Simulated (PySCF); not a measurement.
Species: C3H3BrF2Si.
SMILES: `F[SiH2][C@@]1(Br)C=C1F`

Jobs on this species (10 atoms, 88 electrons) with PySCF (density fitting). Hardware of each: an Arm Neoverse N1 with one thread, on a shared host. The host was shared with other jobs, so the times are rough. Peak memory is the resident size of the whole Python process, interpreter and libraries included.

| level and settings | work | basis functions | SCF cycles | wall time | peak memory |
| --- | --- | --- | --- | --- | --- |
| delta-SCF UKS SCAN, pcX-2 on the ionised atom, pcseg-1 elsewhere, non-relativistic | ΔSCF core ionisation, 7 holes | 172 | ? | ? | ? |
| delta-SCF UKS HF, pcX-2 on the ionised atom, pcseg-1 elsewhere, spin-free X2C | ΔSCF core ionisation, 7 holes | 172 | ? | ? | ? |
| delta-SCF UKS B3LYP, pcX-2 on the ionised atom, pcseg-1 elsewhere, spin-free X2C | ΔSCF core ionisation, 7 holes | 172 | 113 | 2.1 min | 0.74 GiB |
| PBE0-D3(BJ)/def2-SVP, grid level 1 | geometry optimisation from a GFN2-xTB start shaken at random | 135 | 42 | 81 s | 0.53 GiB |
| delta-SCF UKS SCAN, pcX-1 on the ionised atom, pcseg-1 elsewhere, spin-free X2C | ΔSCF core ionisation, 7 holes | 152 | 130 | 63 s | 0.59 GiB |
| delta-SCF UKS SCAN, def2-TZVP on the ionised atom, pcseg-1 elsewhere, spin-free X2C | ΔSCF core ionisation, 7 holes | 149 | 126 | 69 s | 0.46 GiB |
| delta-SCF UKS SCAN, pcX-2 on the ionised atom, pcseg-1 elsewhere, spin-free X2C | ΔSCF core ionisation, 7 holes | 172 | 127 | 74 s | 0.58 GiB |
| delta-SCF UKS PBE0, pcX-2 on the ionised atom, pcseg-1 elsewhere, spin-free X2C | ΔSCF core ionisation, 7 holes | 172 | 112 | 2.1 min | 0.67 GiB |
| delta-SCF UKS PBE, pcX-2 on the ionised atom, pcseg-1 elsewhere, spin-free X2C | ΔSCF core ionisation, 7 holes | 172 | 124 | 48 s | 0.62 GiB |

Fill in the missing figures.

- delta-SCF UKS SCAN, pcX-2 on the ionised atom, pcseg-1 elsewhere, non-relativistic; ΔSCF core ionisation, 7 holes: 87 s, 0.55 GiB, 126 SCF cycles
- delta-SCF UKS HF, pcX-2 on the ionised atom, pcseg-1 elsewhere, spin-free X2C; ΔSCF core ionisation, 7 holes: 1.7 min, 0.67 GiB, 135 SCF cycles

What do all jobs in the table cost together?

About 13 min; the longest takes about 16 % of that, and about 2.6 times as long as the shortest.
